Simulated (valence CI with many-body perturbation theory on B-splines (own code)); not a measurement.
## Sensitivity of CI+MBPT for Rh XLI

Computed by valence CI with perturbative core correlation (CI+MBPT): three valence electrons over a frozen Dirac-Fock core [He], radial functions for each j: 6 s, 6 p, 5 d, 3 f, 1 g, with the one-electron correlation potential Σ1, the two-electron term Σ2, the three-electron term Σ3, Breit, model QED; selected CI, second order for the rest, scaled by the run's own slope (own B-spline code, finite nucleus).

No measured spectrum was set against this ion. As an estimate, large intervals hold to a few tenths of a per cent, small ones and those within an open d or f shell to about a per cent.

The reference run has the lowest level (2s^2 2p1/2) J=1/2 and an ionisation energy of 6163.13 eV. Its largest variational space holds 4177 state functions.

Levels are named by their leading jj configuration (3d3/2^4 stands for four electrons in 3d with j = 3/2), which in mixed levels can hold well under half, so a name can repeat and another be missing. Letters in brackets count levels of one name in rising energy.

Changed runs:
A. shift of the energy in Σ1 (hartree) 0 → -30.817
B. averaging of valence orbitals over low configurations on → off
C. size limit of the variational space 10000 → 1500; second order for the rest on → off
D. cutoff of virtual states (hartree) 4050 → 102.72 (bad on purpose)

Excitation energies of the reference run in cm⁻¹, and shifts in cm⁻¹:

| Level | Reference | A | B | C | D |
| --- | --- | --- | --- | --- | --- |
| (2s 2p1/2^2) J=1/2 | 997032 | +29 | +66 | -12 | +1655 |
| (2s^2 2p3/2) J=3/2 | 1301980 | -9.0 | +5.2 | +91 | -810 |
| (2s 2p1/2 2p3/2) J=3/2 [a] | 2008060 | +20 | +43 | +41 | -243 |
| (2s 2p1/2 2p3/2) J=5/2 | 2214660 | +19 | +53 | +60 | +784 |
| (2s 2p1/2 2p3/2) J=3/2 [b] | 2547400 | +19 | +66 | +118 | +2588 |
| (2s 2p1/2 2p3/2) J=1/2 | 2577380 | +20 | +51 | -9.1 | +2444 |
| (2s 2p3/2^2) J=5/2 | 3460960 | +10 | +61 | +63 | +202 |
| (2p1/2^2 2p3/2) J=3/2 | 3652690 | +48 | +130 | +91 | +4332 |
| (2s 2p3/2^2) J=1/2 | 3939050 | +10 | +115 | -11 | +2312 |
| (2s 2p3/2^2) J=3/2 | 3948440 | +10 | +48 | +156 | +1983 |
| (2p1/2 2p3/2^2) J=3/2 | 4761360 | +40 | +106 | +86 | +2523 |
| (2p1/2 2p3/2^2) J=5/2 | 4896120 | +40 | +122 | +176 | +3762 |
| Ionisation energy (eV) | 6163.13 | -0.0094 | -0.001 | -0.0019 | -0.83 |
